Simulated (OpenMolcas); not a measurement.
Levels of Eu4+ by method

```
Program             : OpenMolcas
Basis               : ANO-R2 [8s6p4d3f1g]
Scalar Hamiltonian  : X2C, finite nucleus
Active space        : 5 electrons in 12 orbitals (RAS2 4f; RAS3 5d, at most 1 electron)
State averaging     : 2S+1 = 6 odd, 21 roots; 2S+1 = 4 odd, 128 roots kept (CI in the orbitals of an earlier block); 2S+1 = 2 odd, 130 roots kept (CI in the orbitals of an earlier block); 2S+1 = 6 even, 175 roots (17 in the spin-orbit step); 2S+1 = 4 even, 70 roots kept (CI in the orbitals of an earlier block, 0 in the spin-orbit step); 2S+1 = 2 even, 17 roots kept (CI in the orbitals of an earlier block, 0 in the spin-orbit step)
Spin-orbit coupling : RASSI with atomic mean-field integrals over the reference wave functions, term energies averaged over their components
```

Methods on the same reference wave functions:
A. RASSCF
B. SS-RASPT2, IPEA 0.25 Eh, imaginary shift 0.1 Eh (closed shells correlated: 5s 5p)

Energies in cm⁻¹ above 4f⁵ ⁶H°_5/2.

```
                 Level      A      B
           4f⁵ ⁶H°_5/2    0.0    0.0
           4f⁵ ⁶H°_7/2   1399   1413
           4f⁵ ⁶H°_9/2   3035   3060
          4f⁵ ⁶H°_11/2   4832   4860
          4f⁵ ⁶H°_13/2   6730   6760
          4f⁵ ⁶H°_15/2   8687   8710
           4f⁵ ⁶F°_1/2   9200   8280
           4f⁵ ⁶F°_3/2   9517   8600
           4f⁵ ⁶F°_5/2  10182   9270
           4f⁵ ⁶F°_7/2  11350  10450
           4f⁵ ⁶F°_9/2  12956  12050
          4f⁵ ⁶F°_11/2  14860  13940
        4f⁵ ⁴F°_3/2(1)  24748  23910
   4f⁵ ⁴M°_15/2 [75 %]  26461  27010
 4f⁵ ⁴G°_7/2(1) [58 %]  26791  25880
        4f⁵ ⁴I°_9/2(1)  27244  26870
       4f⁵ ⁴I°_11/2(1)  28029  27690
          4f⁵ ⁴M°_17/2  28695  29310
4f⁵ ⁴I°_13/2(1) [56 %]  28751  28420
 4f⁵ ⁴F°_5/2(1) [50 %]  29700  28790
4f⁵ ⁴I°_15/2(1) [55 %]  30216  30020
 4f⁵ ⁴G°_9/2(1) [71 %]  30384  29460
          4f⁵ ⁴M°_19/2  30707  31360
          4f⁵ ⁴M°_21/2  32406  33110
```

From A to B the spin-free energies of the other terms of 4f⁵ shown, above ⁶H°, scale by factors of 0.87 to 1.03.

The lowest spin-free term lies below A's lowest term by 0.319 hartree in B.

CASPT2 breaks the degeneracy within a term, and the mean is taken; among the terms shown or strongly mixed into the levels shown the widest spread is 39 cm-1 (4f⁵ ⁴M°, B). High states are left out of the spin-orbit mixing, which shifts the levels that they would mix with. Terms from blocks run as CI alone lack orbitals of their own. Without dynamic correlation excited terms often stand tens of per cent too high (terms of higher spin than the ground term too low), and those without a measured partner can miss by more than the paired ones (holds for A). Each CASPT2 term energy is a mean over a sample of three components (holds for B). Levels of configurations outside the active space are missing. The table leaves out levels that lie high or whose names do not pair safely across all columns.

A share in square brackets marks a mixed level and gives the weight of the term that names it, the lowest over the columns. A number in round brackets counts repeated terms of one configuration in the order of the reference energies. ° marks odd parity.
